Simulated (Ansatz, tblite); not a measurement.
Isomers of Hg$_{2}$O (singlet), found by a short tight-binding search and relaxed with PBE-D4/def2-TZVP in Ansatz.

In the def2 sets Hg takes a core potential; there is no spin–orbit coupling. The xTB rows come from tblite. HSE06 is defined as in plane-wave codes, on full-range PBE exchange. Correlated methods freeze 1 core orbital; core or outer-core shells of Hg are correlated, in sets that lack core-valence functions.

Run but left out: HF/def2-TZVPP (A: restricted singlet, unstable towards broken spin symmetry); BHLYP-D4/def2-TZVP (A: restricted singlet, unstable in another Hartree–Fock run and untested here).

A: The restricted singlet is unstable towards broken spin symmetry in Hartree–Fock (as tested in another run); at PBE-D4/def2-TZVP, r2SCAN-D4/def2-TZVP, PBE0-D4/def2-TZVP, HSE06-D4/def2-TZVP this wasn't settled. At CCSD(T)/def2-TZVPP T1 of the charge 0 singlet is large (up to 0.023), so the single-reference result is doubtful. At CCSD(T)/def2-TZVPP the restricted singlet (for correlated methods, its reference) is unstable: a solution with broken spin symmetry lies lower. B: At CCSD(T)/def2-TZVPP the restricted singlet (for correlated methods, its reference) is unstable: a solution with broken spin symmetry lies lower.

Other spin states were run for one of them alone.

A:

Cartesian coordinates in Å:
```
Hg -0.193 -0.049 0.203
Hg 1.702 0.376 -1.735
O -1.509 -0.326 1.532
```

B:

```xyz
3

Hg    1.2586    0.6621    1.4766
Hg   -1.2581   -0.6613   -1.4775
O    -0.0006   -0.0009    0.0009
```

Question: Estimate which lies lowest at each level, and how far above it the others are (kJ/mol).

Answer: 
```tsv
level	A	B
GFN1-xTB	0.0	0.0
GFN2-xTB	2.6	0.0
PBE-D4/def2-TZVP	35.4	0.0
r2SCAN-D4/def2-TZVP	33.8	0.0
PBE0-D4/def2-TZVP	33.1	0.0
HSE06-D4/def2-TZVP	34.9	0.0
MP2/def2-TZVPP	2.3	0.0
CCSD/def2-TZVPP	11.1	0.0
CCSD(T)/def2-TZVPP	12.5	0.0
```
Point groups (tolerance 0.1 Å): A C∞v, B D∞h. Lower isomers may exist.
